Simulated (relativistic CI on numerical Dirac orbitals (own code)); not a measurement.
Pd2+: 4p photoemission

Computed with this model: Dirac-Coulomb-Breit CI, KLI orbitals optimised for each configuration, model QED (radiative potential, 1s self-energy scaled to tabulated hydrogen-like ionisation energies), valence Slater integrals scaled by 0.9, multiplet model of photoemission in the sudden approximation; configurations [Kr] 4d8 → [Ar] 3d10 4s2 4p5 4d8; 80 K; Lorentzian 1.68 eV and Gaussian 0.6 eV FWHM. Energies are those of the free ion, without screening or charge transfer. The energies are binding energies and can lie tens of eV above those of solids. S is read from ⟨S²⟩ = S(S + 1).

Field parameters in Wybourne normalisation: D4h B²₀ = −7Ds, B⁴₀ = 21(Dq − Dt), B⁴₄ = 21√(5/14) Dq. The field is a parameter set, without covalency.

Computed curve for D4h, 10Dq = 26000, Ds = -1500, Dt = -520 cm⁻¹, scaled to 100 at the maximum (points under 2 are left out and the grid is thinned):

Energy (eV), Intensity and a bar:
```
     75.0        2.0 
     75.4        2.2 
     76.0        2.6 
     76.4        2.9 
     77.0        3.4 
     77.4        3.8 #
     78.0        4.6 #
     78.4        5.3 #
     79.0        6.8 #
     79.4        8.2 ##
     80.0       11.3 ###
     80.4       14.5 ####
     80.8       19.4 #####
     81.4       32.9 #########
     81.8       49.5 ###############
     82.4       85.9 ##########################
     82.8      100.0 ##############################
     83.4       92.4 ############################
     83.8       88.5 ##########################
     84.4       77.4 #######################
     84.8       63.7 ###################
     85.4       52.8 ################
     85.8       50.1 ###############
     86.4       44.0 #############
     86.8       40.3 ############
     87.2       38.2 ###########
     87.8       36.8 ###########
     88.2       37.7 ###########
     88.8       40.2 ############
     89.2       41.7 ############
     89.8       42.5 ############
     90.2       41.2 ############
     90.8       35.9 ##########
     91.2       31.5 #########
     91.8       25.6 #######
     92.2       22.9 ######
     92.6       21.5 ######
     93.2       22.6 ######
     93.6       25.6 #######
     94.2       30.1 #########
     94.6       31.2 #########
     95.2       28.4 ########
     95.6       24.5 #######
     96.2       20.7 ######
     96.6       20.4 ######
     97.2       21.8 ######
     97.6       22.0 ######
     98.2       18.6 #####
     98.6       15.8 ####
     99.0       13.1 ###
     99.6        9.7 ##
    100.0        8.6 ##
    100.6        8.0 ##
    101.0        7.9 ##
    101.6        7.3 ##
    102.0        6.3 #
    102.6        4.5 #
    103.0        3.4 
    103.6        2.5 
    104.0        2.1
```

The ground state has S = 1.00, and the centroid lies at 87.87 eV.
